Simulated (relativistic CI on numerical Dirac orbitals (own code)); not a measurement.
## Electric-dipole transitions in Pr XLIII

Calculated at this level of theory: Dirac-Coulomb-Breit CI, separate exchange-only KLI orbitals for each configuration, model QED (radiative potential, 1s self-energy scaled to tabulated hydrogen-like ionisation energies), unscaled Slater integrals (own radial code, finite nucleus).

Configuration list (outside the closed core [Ne]): 3s2.3p5, 3s.3p6, 3s2.3p4.3d, 3s.3p5.3d, 3p6.3d, 3s.3p4.3d2, 3s2.3p3.3d.4p, 3p6.4s, 3s.3p4.3d.4s, 3s2.3p4.4s, 3p6.4p, 3s2.3p4.4p, 3s2.3p4.4d, 3p5.3d.4p, 3s.3p5.4s, 3s2.3p4.4f, 3s.3p5.4p, 3s.3p5.4d, 3s.3p5.4f, 3s2.3p4.5s, 3s2.3p4.5p, 3s2.3p3.4s.4p, 3s2.3p4.5d, 3s2.3p4.5f, 3s2.3p4.5g, 3s.3p4.4s2, 3s.3p5.5s, 3s.3p5.5p, 3s2.3p3.3d2, 3s2.3p2.3d3, 3s.3p3.3d3, 3s2.3p2.3d2.4s, 3s2.3p2.3d2.4p, 3s2.3p2.3d2.4d, 3p5.3d2, 3p4.3d3, 3p4.3d2.4s, 3p4.3d2.4p, 3p4.3d2.4d, 3s2.3p3.3d.4s, 3s.3p3.3d2.4s, 3s2.3p2.3d.4s2, 3s2.3p2.3d.4s.4p, 3s2.3p2.3d.4s.4d, 3p5.3d.4s, 3p4.3d.4s2, 3p4.3d.4s.4p, 3p4.3d.4s.4d, 3s2.3p3.4s2, 3s.3p3.3d.4s2, 3s2.3p2.4s2.4p, 3s2.3p2.4s2.4d, 3s2.3p3.4p2, 3s2.3p2.3d.4p2, 3s.3p3.3d.4p2, 3s2.3p2.4s.4p2, 3s2.3p2.4p3, 3s2.3p2.4p2.4d. Double excitations out of closed p, d and f shells are left out; levels of such configurations are missing from the list, as are those of other unlisted configurations, and high levels can miss mixing partners. These lack a partner that the ground configuration has and come out too high: 3s2.3p4.4f, 3s.3p5.4p, 3s.3p5.4d, 3s.3p5.4f, 3s2.3p4.5s.

| λ vac (Å) | Lower | Upper | A (s⁻¹) | E lower (10³ cm⁻¹) | E upper (10³ cm⁻¹) |
| --- | --- | --- | --- | --- | --- |
| 36.334 | 3s2.3p4.3d 2G_7/2 [18] | 3s2.3p3.3d2 2G°_7/2 [205] | 5.76e+11 | 2433.6 | 5185.8 |
| 36.340 | 3s2.3p4.3d 2D_5/2 [13] | 3s2.3p3.3d2 2F°_7/2 [152] | 5.19e+11 | 1890.0 | 4641.8 |
| 36.544 | 3s2.3p4.3d 4D_3/2 [3] | 3s2.3p3.3d2 4P°_1/2 [95] | 1.46e+12 | 1417.1 | 4153.6 |
| 36.604 | 3s2.3p3.3d2 4G°_11/2 [41] | 3s2.3p2.3d3 4F_9/2 [351] | 1.30e+12 | 3219.8 | 5951.7 |
| 36.622 | 3s2.3p4.3d 2D_3/2 [7] | 3s2.3p3.3d2 2D°_3/2 [115] | 1.36e+12 | 1588.2 | 4318.9 |
| 36.698 | 3s2.3p4.3d 4D_5/2 [4] | 3s2.3p3.3d2 4D°_3/2 [97] | 1.06e+12 | 1443.6 | 4168.6 |
| 36.737 | 3s2.3p4.3d 4F_7/2 [6] | 3s2.3p3.3d2 4D°_5/2 [100] | 1.17e+12 | 1481.0 | 4203.1 |
| 36.741 | 3s2.3p4.3d 4F_9/2 [10] | 3s2.3p3.3d2 4D°_7/2 [126] | 1.20e+12 | 1663.3 | 4385.1 |
| 36.782 | 3s2.3p4.3d 2F_7/2 [8] | 3s2.3p3.3d2 2D°_5/2 [123] | 8.50e+11 | 1645.2 | 4364.0 |
| 36.955 | 3s2.3p4.3d 4F_7/2 [6] | 3s2.3p3.3d2 4F°_7/2 [98] | 1.14e+12 | 1481.0 | 4187.0 |
| 37.009 | 3s2.3p4.3d 4D_5/2 [4] | 3s2.3p3.3d2 4D°_5/2 [94] | 5.18e+11 | 1443.6 | 4145.7 |
| 37.122 | 3s2.3p4.3d 2F_7/2 [8] | 3s2.3p3.3d2 2F°_7/2 [118] | 3.61e+11 | 1645.2 | 4339.1 |
| 37.130 | 3s2.3p4.3d 2F_7/2 [8] | 3s2.3p3.3d2 2D°_5/2 [117] | 4.72e+11 | 1645.2 | 4338.5 |
| 37.159 | 3s2.3p4.3d 2P_1/2 [9] | 3s2.3p3.3d2 2D°_3/2 [122] | 7.08e+11 | 1662.5 | 4353.6 |
| 37.394 | 3s2.3p4.3d 2D_5/2 [11] | 3s2.3p3.3d2 2F°_5/2 [137] | 1.19e+12 | 1833.5 | 4507.7 |
| 37.419 | 3s2.3p3.3d2 4G°_11/2 [41] | 3s2.3p2.3d3 4G_11/2 [337] | 1.02e+12 | 3219.8 | 5892.2 |
| 37.423 | 3s2.3p4.3d 4F_9/2 [10] | 3s2.3p3.3d2 4F°_9/2 [116] | 5.54e+11 | 1663.3 | 4335.5 |
| 37.429 | 3s2.3p5 2P°_3/2 [1] | 3s2.3p4.3d 2S_1/2 [25] | 1.69e+12 | 0.0 | 2671.7 |
| 37.707 | 3s2.3p5 2P°_3/2 [1] | 3s2.3p4.3d 2P_3/2 [24] | 8.61e+11 | 0.0 | 2652.1 |
| 37.712 | 3s2.3p4.3d 2F_7/2 [8] | 3s2.3p3.3d2 2G°_7/2 [112] | 5.93e+11 | 1645.2 | 4296.9 |
| 37.745 | 3s2.3p4.3d 2D_5/2 [13] | 3s2.3p3.3d2 2F°_5/2 [141] | 5.88e+11 | 1890.0 | 4539.3 |
| 37.786 | 3s2.3p4.3d 4F_9/2 [10] | 3s2.3p3.3d2 4G°_11/2 [114] | 5.31e+11 | 1663.3 | 4309.8 |
| 37.824 | 3s2.3p5 2P°_3/2 [1] | 3s2.3p4.3d 2D_5/2 [23] | 8.43e+11 | 0.0 | 2643.8 |
| 37.952 | 3s2.3p4.3d 2F_7/2 [8] | 3s2.3p3.3d2 4F°_9/2 [110] | 2.80e+11 | 1645.2 | 4280.2 |
| 38.282 | 3s2.3p5 2P°_1/2 [2] | 3s2.3p4.3d 2D_3/2 [58] | 8.20e+11 | 951.4 | 3563.6 |
| 38.431 | 3s2.3p4.3d 2D_5/2 [11] | 3s2.3p3.3d2 2F°_7/2 [133] | 4.21e+11 | 1833.5 | 4435.6 |
| 38.479 | 3s2.3p4.3d 2F_7/2 [8] | 3s2.3p3.3d2 4F°_9/2 [105] | 3.53e+11 | 1645.2 | 4244.1 |
| 38.892 | 3s2.3p4.3d 2G_9/2 [22] | 3s2.3p3.3d2 4G°_11/2 [209] | 3.79e+11 | 2640.8 | 5212.1 |
| 38.894 | 3s2.3p4.3d 2G_9/2 [22] | 3s2.3p3.3d2 2G°_9/2 [208] | 5.54e+11 | 2640.8 | 5211.9 |
| 39.339 | 3s2.3p4.3d 2D_5/2 [23] | 3s2.3p3.3d2 2G°_7/2 [205] | 6.75e+11 | 2643.8 | 5185.8 |
| 40.673 | 3s2.3p4.3d 4D_5/2 [4] | 3s2.3p3.3d2 4G°_7/2 [76] | 2.51e+11 | 1443.6 | 3902.2 |
| 40.673 | 3s2.3p4.3d 4F_7/2 [6] | 3s2.3p3.3d2 4H°_9/2 [78] | 2.16e+11 | 1481.0 | 3939.6 |
| 40.869 | 3s2.3p4.3d 4D_3/2 [3] | 3s2.3p3.3d2 4F°_5/2 [74] | 2.38e+11 | 1417.1 | 3864.0 |
| 45.407 | 3s2.3p4.3d 2G_9/2 [22] | 3s.3p5.3d 2F°_7/2 [169] | 6.28e+11 | 2640.8 | 4843.1 |
| 47.584 | 3s2.3p4.3d 4D_5/2 [4] | 3s.3p5.3d 4F°_5/2 [57] | 2.31e+11 | 1443.6 | 3545.2 |
| 49.696 | 3s2.3p5 2P°_1/2 [2] | 3s2.3p4.3d 2P_1/2 [32] | 6.83e+11 | 951.4 | 2963.7 |
| 50.052 | 3s2.3p4.3d 2D_5/2 [23] | 3s2.3p3.3d2 2F°_7/2 [152] | 3.92e+11 | 2643.8 | 4641.8 |
| 50.153 | 3s2.3p4.3d 4F_9/2 [10] | 3s.3p5.3d 4F°_9/2 [64] | 2.12e+11 | 1663.3 | 3657.2 |
| 51.256 | 3s2.3p4.3d 2G_7/2 [18] | 3s2.3p3.3d2 2H°_9/2 [125] | 3.45e+11 | 2433.6 | 4384.6 |
| 51.457 | 3s2.3p4.3d 4F_5/2 [17] | 3s2.3p3.3d2 2G°_7/2 [124] | 3.02e+11 | 2425.1 | 4368.5 |
| 51.831 | 3s2.3p5 2P°_1/2 [2] | 3s2.3p4.3d 2D_3/2 [28] | 3.05e+11 | 951.4 | 2880.8 |
| 52.264 | 3s2.3p4.3d 4F_7/2 [6] | 3s2.3p3.3d2 2G°_9/2 [47] | 2.49e+11 | 1481.0 | 3394.4 |
| 52.911 | 3s2.3p5 2P°_3/2 [1] | 3s2.3p4.3d 2D_5/2 [13] | 2.40e+11 | 0.0 | 1890.0 |
| 53.528 | 3s2.3p5 2P°_3/2 [1] | 3s2.3p4.3d 2D_3/2 [12] | 1.82e+11 | 0.0 | 1868.2 |
| 53.640 | 3s2.3p4.3d 4D_5/2 [4] | 3s2.3p3.3d2 4F°_7/2 [43] | 1.39e+11 | 1443.6 | 3307.9 |

Terms are leading LS components. Brackets give the number of a level in order of energy, since labels repeat. The list gives strong lines, with weight on those to low levels, without lines whose two gauges differ by over a factor of 2.5, among the lowest 400 of 10102 levels, so that lines to higher ones, which can be the strongest, are missing. Levels whose partners in the same complex of configurations lie outside the list can be far off, and so can their lines. Rates are taken at the computed energies, electric ones in the length gauge.

At this charge energies of transitions that change n are usually good to better than 1 %, and those within a shell (Δn = 0) to a few per cent.

LS names give the leading component of a level, which can be under half, so a name can repeat, a term be missing and a line seem to break the LS rules.
